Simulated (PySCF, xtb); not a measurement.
AlF2I, SMILES [F][Al]([I])[F].

GFN2-xTB run with xtb 6.7.1 at its own geometry gives an orbital gap of 4.13 eV and a dipole moment of 1.42 D.

Geometry optimised at r2SCAN-D4/def2-SVP. The def2 effective core potentials stand for the cores of I; spin–orbit coupling is left out.

Q: What does CAM-B3LYP/def2-TZVPD (PySCF) give? (Estimate from the structure and the level; the computed values follow.)

A: gap 8.70 eV (levels -9.69 and -0.99 eV), dipole 1.27 D.
